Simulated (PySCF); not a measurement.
PySCF input:

```python
from pyscf import gto, scf, dft

mol = gto.M(
    atom='''
    C     0.00079133    1.31838480    0.25090871
    C    -1.14803330    0.29356487    0.21813347
    S    -0.00082143   -1.02849276   -0.37741339
    C     1.14874706    0.29267735    0.21555319
    H     0.00201726    1.98981929    1.11119910
    H     0.00000531    1.92193042   -0.65634690
    H    -1.96942924    0.50863668   -0.46145987
    H    -1.54453009    0.05090772    1.20350364
    H     1.96877993    0.50711489   -0.46588418
    H     1.54726917    0.04971300    1.20003021
    ''',
    basis='def2-tzvpd',
    charge=0,
    spin=0,
    verbose=4,
)

mf = dft.RKS(mol, xc='tpssh').density_fit(auxbasis='def2-universal-jkfit')
mf.grids.level = 3
mf.conv_tol = 1e-9
mf.max_cycle = 100
mf.max_memory = 1500
mf.kernel()
if not mf.converged:
    mf = mf.newton()
    mf.kernel(mf.make_rdm1())
mf.analyze()
```

**Question.** What final total energy does it print?

**Answer.** -516.18359 Eh (TPSSh/def2-TZVPD).
